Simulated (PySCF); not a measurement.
## Electron correlation in Sm⁺ (samarium, charge +1)

[Xe] 4f6 6s1, high-spin 8F determinant. Calculation: PySCF 2.14, in cc-pVDZ-X2C (8s7p5d3f1g, 84 functions); scalar relativity by spin-free X2C-1e. Frozen: [Kr] 4d10; 15 electrons correlated.

MP2 pair energies summed by pair of shells (mhartree):

```json
{"pair": "4f-5p", "energy": "-120.66", "share (%)": "30.2"}
{"pair": "5p-5p", "energy": "-118.27", "share (%)": "29.6"}
{"pair": "4f-4f", "energy": "-76.77", "share (%)": "19.2"}
{"pair": "5s-5p", "energy": "-32.26", "share (%)": "8.1"}
{"pair": "4f-5s", "energy": "-22.10", "share (%)": "5.5"}
{"pair": "5p-6s", "energy": "-18.01", "share (%)": "4.5"}
{"pair": "5s-5s", "energy": "-5.99", "share (%)": "1.5"}
{"pair": "4f-6s", "energy": "-5.04", "share (%)": "1.3"}
{"pair": "5s-6s", "energy": "-0.94", "share (%)": "0.2"}
```

Total MP2 correlation energy: -400.02 mhartree.

Same-spin part -183.79 and opposite-spin part -216.23 mhartree; SCS-MP2 scales them by 1/3 and 6/5 to -320.74 mhartree.
